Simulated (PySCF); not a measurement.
**[C12H24CaS6]2+: Orbital levels and atomic charges**

System: [C12H24CaS6]2+ (crown ether and cation complex), SMILES C1CSCCSCCS1.C1CSCCSCCS1.[Ca+2].

Cartesian coordinates (Å):
```
  1 C     0.3112    4.5523   -2.9695
  2 C    -0.7551    3.6785   -3.6068
  3 S    -0.8303    1.9971   -2.9163
  4 C     0.4725    1.1619   -3.9082
  5 C     1.1680    0.1422   -3.0298
  6 S     1.6480    0.8907   -1.4209
  7 C     3.0702    1.9707   -1.8642
  8 C     2.7297    3.4567   -1.8454
  9 S     2.0262    4.0835   -3.4179
 10 C    -3.4394   -2.4203    3.4595
 11 C    -2.8610   -1.2205    4.1890
 12 S    -1.4865   -0.4199    3.3061
 13 C    -0.0700   -1.4515    3.8613
 14 C     0.9150   -1.5654    2.7160
 15 S     0.0457   -2.0252    1.1631
 16 C    -0.3682   -3.7999    1.4227
 17 C    -1.8508   -4.0417    1.6818
 18 S    -2.3369   -3.8847    3.4427
 19 Ca    2.4485   -1.6736   -0.3822
 20 H     0.2288    4.5491   -1.8840
 21 H     0.1870    5.5732   -3.3344
 22 H    -0.6223    3.5989   -4.6845
 23 H    -1.7351    4.1107   -3.4020
 24 H     0.0110    0.6718   -4.7660
 25 H     1.1687    1.9286   -4.2513
 26 H     0.4699   -0.6632   -2.7576
 27 H     2.0606   -0.2658   -3.5185
 28 H     3.8345    1.7736   -1.1057
 29 H     3.4380    1.6637   -2.8447
 30 H     3.6554    4.0172   -1.7070
 31 H     2.0489    3.6948   -1.0298
 32 H    -3.6955   -2.1733    2.4308
 33 H    -4.3402   -2.7441    3.9834
 34 H    -2.5172   -1.4828    5.1882
 35 H    -3.6298   -0.4513    4.2697
 36 H     0.4021   -0.9794    4.7234
 37 H    -0.4644   -2.4289    4.1428
 38 H     1.3601   -0.5835    2.4983
 39 H     1.6950   -2.3060    2.9281
 40 H    -0.0822   -4.3079    0.4958
 41 H     0.2401   -4.1731    2.2482
 42 H    -2.0805   -5.0745    1.4163
 43 H    -2.4696   -3.3785    1.0797
```

Method: CAM-B3LYP/def2-SVP, gas phase, PySCF, fitting set def2-universal-JFIT up to Ne and JKFIT beyond, grid level 1.

Tight-binding distances from s-block cations to their ligands are unreliable.

Q: Give the orbital energies near the gap.

A: 
```json
{"orbital": "HOMO-4", "eV": "-14.92"}
{"orbital": "HOMO-3", "eV": "-12.91"}
{"orbital": "HOMO-2", "eV": "-12.89"}
{"orbital": "HOMO-1", "eV": "-12.58"}
{"orbital": "HOMO", "eV": "-12.55"}
{"orbital": "LUMO", "eV": "-8.92"}
{"orbital": "LUMO+1", "eV": "-7.73"}
{"orbital": "LUMO+2", "eV": "-7.71"}
{"orbital": "LUMO+3", "eV": "-7.57"}
```

Q: Give the partial charges of the non-hydrogen atoms.

A: 
```csv
atom,Mulliken,IAO,Hirshfeld
C1,-0.04,-0.31,-0.06
C2,-0.07,-0.32,-0.06
S3,-0.08,0.07,0.02
C4,-0.06,-0.34,-0.08
C5,-0.13,-0.32,-0.05
S6,-0.09,-0.02,0.10
C7,-0.06,-0.31,-0.05
C8,-0.06,-0.33,-0.06
S9,-0.06,0.09,0.07
C10,-0.04,-0.31,-0.06
C11,-0.07,-0.32,-0.06
S12,-0.08,0.07,0.02
C13,-0.06,-0.34,-0.08
C14,-0.13,-0.32,-0.05
S15,-0.08,-0.02,0.10
C16,-0.06,-0.31,-0.05
C17,-0.06,-0.33,-0.06
S18,-0.06,0.09,0.07
Ca19,1.16,1.72,1.05
```
